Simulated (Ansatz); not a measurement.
`[AlH2][CH2][GaH2]` → Al• + C• + Ga• + 6 H•  (atomization)

Program: Ansatz. Geometries: PBE0-D4/def2-TZVP. ΔE: electronic, gas phase. CCSD(T)/CBS is the MP2 limit (def2-TZVPP, def2-QZVPP) plus CCSD(T) − MP2 in def2-TZVPP, frozen cores. This one scheme is used for every species, atoms too. Functionals use def2-TZVPP. HSE06 is defined as in plane-wave codes. Open shells (•) are unrestricted, without spin–orbit coupling. Spin–orbit coupling would lower the free atoms: a little for Al, C; clearly for Ga. Bonds to Ga are less sure, by a few kJ/mol each and by 10 to 20 or more in all where they break to atoms, as the def2 sets lack core-valence functions. Scalar relativity is left out up to krypton.

```tsv
level	ΔE (kJ/mol)	difference from CCSD(T)/CBS
LDA (SPW92)	2815.2	262.6
PBE-D4	2516.9	-35.7
BLYP-D4	2490.6	-62.0
HSE06-D4	2514.1	-38.5
CAM-B3LYP-D4	2545.3	-7.3
ωB97X-V	2556.0	3.4
ωB97M-V	2539.5	-13.1
PBE	2500.7	-51.9
BLYP	2455.8	-96.8
PBE0	2499.7	-52.9
HSE06	2501.1	-51.5
CCSD/def2-SVP	2405.9	-146.7
CCSD(T)/def2-SVP	2423.3	-129.3
MP2/def2-TZVPP	2499.4	-53.2
SCS-MP2/def2-QZVPP	2545.0	-7.6
MP2/CBS(def2)	2546.8	-5.8
CCSD(T)/CBS	2552.6	0
```

Largest T1 diagnostic among the species: 0.018.

Leaving LDA and LC-ωPBE aside and taking each functional with its dispersion term where it has one, the values, not all of them listed here, spread over 109.1 kJ/mol, from revPBE-D4 to B97M-V. LDA lies +314.5 kJ/mol from PBE without D4, its usual overbinding. The D4 term adds +26.4 kJ/mol with B3LYP and +13.8 kJ/mol with PBE0; it sums over pairs of atoms, weighted by their polarisabilities, and B3LYP, whose exchange is more repulsive, gets the larger term. At CCSD(T), def2-SVP lies −129.3 kJ/mol from the extrapolated value and def2-TZVPP −47.3 kJ/mol: correlation converges slowly with the basis, and small sets miss more of it in the bonded molecule than in its fragments.

B3LYP here is the variant with VWN-RPA as its local correlation; programs differ in this.

For atomizations the MP2-based limit and the directly extrapolated one differ by several kJ/mol either way, and by 10 to 25 for some Ge, Se and Sn compounds, so smaller differences from it don't rank the levels.
